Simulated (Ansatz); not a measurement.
Mulliken charges of BH5N2Si, SMILES `N[SiH]1BN1` from ωB97M-V/def2-TZVPP in Ansatz (PBE0-D4/def2-TZVP geometry).

| atom | x (Å) | y (Å) | z (Å) | charge (e) |
| --- | --- | --- | --- | --- |
| N1 | -0.638 | 1.588 | 0.218 | -0.361 |
| Si2 | 0.259 | 0.175 | 0.530 | 0.250 |
| B3 | -0.234 | -1.626 | 0.110 | -0.052 |
| N4 | 0.650 | -0.972 | -0.738 | -0.218 |
| H5 | -0.221 | 2.503 | 0.213 | 0.117 |
| H6 | -1.562 | 1.577 | -0.177 | 0.121 |
| H7 | 1.441 | 0.621 | 1.305 | -0.042 |
| H8 | -0.741 | -2.702 | 0.114 | 0.077 |
| H9 | 1.134 | -1.212 | -1.593 | 0.107 |

By hand: the dipole of these point charges (1 e Å = 4.8032 D).

Σ q r = (-0.046, -0.113, -0.004) e Å, of length 0.122 e Å = 0.59 D.

How does the dipole of the full density compare? (Best estimate.)

The calculation gave: (0.026, 0.286, -0.301) e Å, 2.00 D; the point charges give 0.29 times that, at 130° from its direction, so they point the opposite way.

Point charges leave out the atoms' own dipoles, such as those of lone pairs, and Mulliken's split depends on the basis, so the two needn't agree.
